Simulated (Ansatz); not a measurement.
In₇As₆H₂₀⁻, a cluster cut from zinc blende InAs (hydrogen-capped), relaxed as a singlet with RKS PBE-D4/def2-SVP in Ansatz, starting from the GFN2-xTB geometry. Force threshold 0.03 eV/Å.

In the def2 sets In takes a core potential; there is no spin–orbit coupling. Single mean-field runs in def2-SVP are fitted with def2-universal-jkfit.

Start:

Cartesian coordinates in Å:
```
In 0.7544 -3.4406 2.6328
In -2.7582 4.3418 -0.4534
In -2.5406 -1.1102 -0.1530
In -0.0258 0.8775 2.2397
In 3.6392 -1.0983 0.3545
In 0.4002 0.6299 -2.2251
In 1.1946 -3.6159 -2.1826
As -1.6962 3.0103 1.6317
As -1.1372 -1.5460 2.0796
As 2.0565 -3.2273 0.3121
As -1.3474 2.8239 -2.1494
As -0.7964 -1.7487 -2.0851
As 1.6999 0.7710 0.1459
H -0.0300 -4.9656 2.9167
H 1.7295 -2.8183 3.9284
H -2.1450 5.9858 -0.4443
H -4.4874 4.2366 -0.5854
H -4.1415 -1.7694 -0.2691
H -2.5238 0.7212 -0.2467
H 0.6627 1.4660 3.7787
H 4.4550 -0.9015 1.8692
H 4.6596 -1.0045 -1.0417
H 1.3234 1.1262 -3.6736
H 0.5063 -5.1783 -2.5086
H 2.3746 -3.0392 -3.3206
H -1.7810 3.8887 2.8741
H -0.4027 3.7166 1.2774
H -2.1723 -1.4351 3.2038
H 3.0970 -4.3323 0.4476
H -1.2079 3.6106 -3.4468
H -0.1327 3.5661 -1.6284
H -1.5964 -1.6928 -3.3918
H 2.3694 2.1520 0.1135
```

```csv
step,energy (eV),largest force component (eV/Å),SCF passes
1,-401498.4896,0.583,18
2,-401498.7678,0.541,24
3,-401498.9135,0.144,19
4,-401499.0178,0.119,19
5,-401499.0938,0.266,19
6,-401499.1363,0.319,19
7,-401499.1568,0.540,18
8,-401499.1987,0.061,18
9,-401499.2039,0.095,19
10,-401499.2209,0.092,18
11,-401499.2276,0.150,18
12,-401499.2319,0.237,18
13,-401499.2378,0.223,18
14,-401499.2462,0.168,18
15,-401499.2500,0.267,18
16,-401499.2553,0.308,18
17,-401499.2661,0.198,18
18,-401499.2769,0.075,18
19,-401499.2827,0.073,18
20,-401499.2880,0.130,18
21,-401499.2905,0.062,20
22,-401499.2923,0.027,19
23,-401499.2939,0.028,17
24,-401499.2945,0.049,17
25,-401499.2945,0.047,19
26,-401499.2961,0.011,19
27,-401499.2964,0.016,19
```

Force components are those of the run's own axes.

End:

```csv
atom,x (Å),y (Å),z (Å)
In1,0.549,-3.420,2.459
In2,-2.316,4.364,-0.384
In3,-2.536,-0.766,-0.192
In4,0.403,0.998,2.267
In5,3.887,-1.012,0.385
In6,0.801,0.815,-2.235
In7,0.946,-3.605,-2.037
As8,-1.523,2.922,1.775
As9,-0.994,-1.214,1.978
As10,2.134,-3.057,0.315
As11,-1.169,2.756,-2.246
As12,-0.640,-1.377,-2.015
As13,1.994,0.948,0.137
H14,-0.474,-4.825,2.235
H15,1.417,-3.085,3.946
H16,-1.366,5.837,-0.362
H17,-4.052,4.275,-0.533
H18,-3.897,-1.863,-0.269
H19,-2.743,0.989,-0.284
H20,1.158,1.507,3.761
H21,4.573,-0.848,1.990
H22,4.844,-0.975,-1.083
H23,1.807,1.205,-3.612
H24,-0.113,-4.993,-1.882
H25,2.062,-3.387,-3.373
H26,-2.809,2.353,2.371
H27,-1.318,3.974,2.875
H28,-1.952,-1.068,3.167
H29,3.089,-4.252,0.447
H30,-2.336,2.129,-3.008
H31,-0.770,3.715,-3.377
H32,-1.374,-1.337,-3.362
H33,2.719,2.298,0.145
```

By distances, no bond broke or formed. The bond that changes most is In3–H19, from 1.83 to 1.77 Å (atoms count from 1).

The force fell under the threshold at step 22, but the optimiser went on and released 0.004 eV more. No frequencies were taken in this run, so the end may be a saddle point.

Hardware: 2 threads of AMD EPYC 7R13 on a shared host and a share (18 GiB) of an NVIDIA H100 80GB HBM3. Wall time 1.7 min, peak host memory 1.2 GiB.
